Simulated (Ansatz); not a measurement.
A nudged elastic band was laid between two geometries of Cl3FH5O2SiTa (13 atoms, charge 0, multiplicity 1).

Computed with RKS PBE/def2-SVP (Ansatz 0.2.0).

- movable images: 9
- climbing image: yes
- spring: 5.0 eV/Å²
- optimiser: quadratic models (default)
- start path: through a guess of the saddle point
- force threshold: 0.03 eV/Å
- iteration limit: 60
- end points: relaxed

Image 0:

```xyz
13
Properties=species:S:1:pos:R:3
Ta 0.091 -0.052 -0.176
O 1.933 0.463 0.051
H 2.391 0.576 0.905
Cl 0.069 -0.390 2.190
Cl 0.322 0.110 -2.512
F -0.820 1.578 -0.041
Cl -1.771 -1.534 -0.343
O 1.136 -2.057 -0.366
Si 0.598 -3.719 -0.424
H -0.177 -3.951 -1.677
H 1.895 -4.478 -0.453
H -0.168 -4.019 0.820
H 2.102 -1.912 -0.423
```

Image 10:

```xyz
13
Properties=species:S:1:pos:R:3
Ta -0.232 -0.376 -0.079
O 2.035 0.119 -0.163
H 2.572 -0.187 0.594
Cl 0.405 -0.418 2.210
Cl 0.157 -0.105 -2.405
F -0.399 1.516 0.065
Cl -2.504 -0.738 0.020
O 0.239 -2.230 -0.227
Si 0.620 -3.870 -0.342
H 1.086 -4.162 -1.740
H 1.723 -4.178 0.633
H -0.603 -4.676 -0.016
H 2.500 -0.081 -0.999
```

**Question.** Which bonds break or form, and what moves?

**Answer.** Bonds broken: O8–H13. Bonds formed: O2–H13.

**Question.** Give the energies along the band, and the barrier.

**Answer.** The forces met the threshold. The highest image is number 5 of 0 to 10, 8.8 kcal/mol above the first end and 16.0 kcal/mol above the last; the last end lies 7.2 kcal/mol below the first. A vibrational analysis at the climbing image gives one clearly imaginary mode, 864i cm⁻¹, and a faint second one (22i cm⁻¹) that may be numerical noise or a soft torsion: probably a first-order saddle point. The orbitals stay closed-shell, which can raise the energy where a bond breaks towards radicals; this wasn't checked here.

```csv
image,path coordinate (Å),energy (kcal/mol),O8–H13 (Å),O2–H13 (Å)
0,0.00,0.0,0.98,2.43
1,0.63,0.4,0.98,2.32
2,1.26,1.3,0.98,2.22
3,1.89,1.8,0.98,2.17
4,2.53,2.4,0.99,1.94
5,3.16,8.8,1.19,1.26
6,3.68,-1.1,1.72,1.01
7,4.21,-5.2,2.21,0.98
8,4.74,-6.4,2.67,0.98
9,5.27,-7.0,3.01,0.98
10,5.80,-7.2,3.21,0.98
```

**Question.** What is the geometry of the highest image?

**Answer.** 
```xyz
13
Properties=species:S:1:pos:R:3:forces:R:3
Ta -0.076 -0.147 -0.081 0.01 0.00 0.00
O 2.028 -0.076 -0.262 0.00 0.00 0.00
H 2.518 0.213 0.534 0.00 0.00 0.00
Cl 0.354 -0.166 2.259 0.00 0.00 0.00
Cl -0.201 0.065 -2.415 0.00 0.00 0.00
F -0.461 1.687 0.073 0.00 0.00 0.00
Cl -2.101 -1.243 0.150 0.00 0.00 0.00
O 0.872 -2.045 -0.317 0.00 0.00 0.02
Si 0.735 -3.740 -0.487 0.00 0.00 -0.01
H 1.194 -4.127 -1.862 0.00 0.00 0.00
H 1.618 -4.379 0.545 0.00 0.00 0.00
H -0.699 -4.109 -0.273 0.00 0.00 0.00
H 1.817 -1.318 -0.316 0.00 -0.01 0.00
```

Time of the run: 14 min on 4 threads of Arm Neoverse V2 (shared host), peak memory 0.32 GiB.
